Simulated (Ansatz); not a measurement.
Relaxation of FH2SeSi (5 atoms, charge 0, multiplicity 2), to a largest force component of 0.015 eV/Å in at most 40 steps.

All numbers below come from UKS PBE/def2-SVP (Ansatz).

```xyz
5
Properties=species:S:1:pos:R:3
F -1.447 0.293 1.740
Si -0.676 -0.226 0.285
Se 1.378 0.704 0.193
H -1.400 0.275 -0.868
H 0.939 1.708 -0.864
```

**Question.** Where does it end, and by what steps?

**Answer.** The run converged. After 22 steps the energy has fallen by 0.194 eV; H5 moved furthest, 0.76 Å.

```csv
step,energy less start (eV),largest force component (eV/Å),accepted
0,0.0000,2.505,yes
1,-0.0534,1.431,yes
2,-0.0868,1.641,yes
3,-0.1151,1.284,yes
4,-0.1134,0.513,no
5,-0.1577,0.045,yes
6,-0.1544,0.268,no
7,-0.1587,0.034,yes
8,-0.1598,0.078,yes
9,-0.1607,0.209,yes
10,-0.1632,0.142,yes
11,-0.1682,0.284,yes
12,-0.1134,0.777,no
13,-0.1770,0.270,yes
14,-0.1830,0.183,yes
15,-0.1846,0.257,yes
16,-0.1892,0.194,yes
17,-0.1920,0.098,yes
18,-0.1937,0.049,yes
19,-0.1938,0.088,yes
20,-0.1940,0.030,yes
21,-0.1941,0.021,yes
22,-0.1941,0.005,yes
```

```xyz
5
Properties=species:S:1:pos:R:3
F -1.348 -0.111 1.715
Si -0.692 -0.087 0.206
Se 1.170 1.268 0.373
H -1.726 0.547 -0.715
H 1.390 1.135 -1.092
```

Whether the end is a true minimum wasn't checked by a vibrational analysis.

Time of the run: 57 s on 1 thread of Arm Neoverse V2 (shared host), peak memory 0.15 GiB.
